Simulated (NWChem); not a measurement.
System: C3H7NSi; SMILES [SiH3]NCC#C

The following NWChem deck was run.

```
start job
memory heap 200 mb stack 900 mb global 1100 mb
geometry units angstroms noautoz
  C      0.794307    -2.656909    -0.047454
  C     -0.011715    -1.764624     0.099772
  C     -0.979906    -0.669991     0.250164
  N     -0.673158     0.533747    -0.491760
  Si     0.422815     1.761174     0.073157
  H      1.511331    -3.447185    -0.173002
  H     -1.060362    -0.417123     1.322188
  H     -1.979329    -1.046272    -0.033840
  H     -0.729201     0.399327    -1.496431
  H      0.016923     2.121659     1.465745
  H      0.276142     2.930328    -0.843278
  H      1.874824     1.384641     0.112812
end
basis spherical
  * library 6-311g**
end
dft
  xc pbe0
  iterations 150
  mulliken
end
task dft energy
```

The geometry was optimised at PBE0/def2-SVP. No frequency run checked for a minimum.

Give the results of this calculation. (PBE0/6-311G** (spherical d).) Quantities: basis functions; energy (Ha); highest occupied level (eV); orbital gap (eV); dipole (D).


```yaml
number_of_basis_functions: 140
energy (Ha): -462.42
highest occupied level (eV): -7.05
orbital gap (eV): 7.40
dipole (D): 0.78
```
